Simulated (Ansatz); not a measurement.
`[CH3][Al]([SH])[Br]` → `[SH][Al][Br]`• + `[CH3]`• at 298.15 K and 1 bar (homolysis of the Al–C bond).

Gas-phase electronic energies from Ansatz, PBE0-D4/def2-TZVP geometries. CCSD(T)/CBS adds triple-zeta CCSD(T) − MP2 to the extrapolated MP2 energy (def2 sets, frozen cores). This one scheme is used for every species. No spin–orbit coupling; open shells (•) take unrestricted orbitals. For Br outer-core shells are correlated without core-valence functions, which leaves a few kJ/mol of doubt a bond. Scalar relativity is left out up to krypton. Each species was taken in one conformer, which may not be the lowest.

| species | CCSD(T)/CBS energy (Eh) | H − E (kJ/mol) | S (J/(mol·K)) |
| --- | --- | --- | --- |
| `[CH3][Al]([SH])[Br]` | -3253.69870 | 143.6 | 370.7 |
| `[SH][Al][Br]`• | -3213.77962 | 42.4 | 317.3 |
| `[CH3]`• | -39.78218 | 88.7 | 194.6 |

H − E and S are ideal-gas, rigid-rotor, harmonic terms from PBE0-D4/def2-TZVP, for one conformer and one mirror image of each species, with the whole ground term of open shells counted as degenerate. 1 Eh = 2625.50 kJ/mol, R = 8.31446 J/(mol·K).

Question: By hand: ΔE, ΔH, ΔS and ΔG.

Answer: ΔE = (-3213.77962) + (-39.78218) − (-3253.69870) = 0.13690 Eh = 359.4 kJ/mol. Δ(H − E) = 42.4 + 88.7 − 143.6 = -12.5, so ΔH = 346.9 kJ/mol. ΔS = 317.3 + 194.6 − 370.7 = 141.2 J/(mol·K). ΔG = 346.9 − 298.15 × (141.2)/1000 = 304.8 kJ/mol.

Question: By hand: the equilibrium constant, and the temperature at which ΔG would vanish if ΔH and ΔS stayed fixed.

Answer: log₁₀ K = −ΔG/(RT ln 10) = -53.4. ΔG = 0 at ΔH/ΔS = 2457 K.

The number of gas molecules changes by +1, which sets the sign of ΔS. A doubt of 5 kJ/mol in ΔE shifts log₁₀ K by 0.9 here. Other conformers and mirror images would add mixing entropy, several J/(mol·K) or more a flexible species. Modes under 60 cm⁻¹, often nearly free rotors, make the harmonic entropy too high. These are equilibria of isolated gas molecules and say nothing of rates. Largest T1 diagnostic: 0.012 (customary marks: 0.02 for closed shells, 0.045 for open ones).
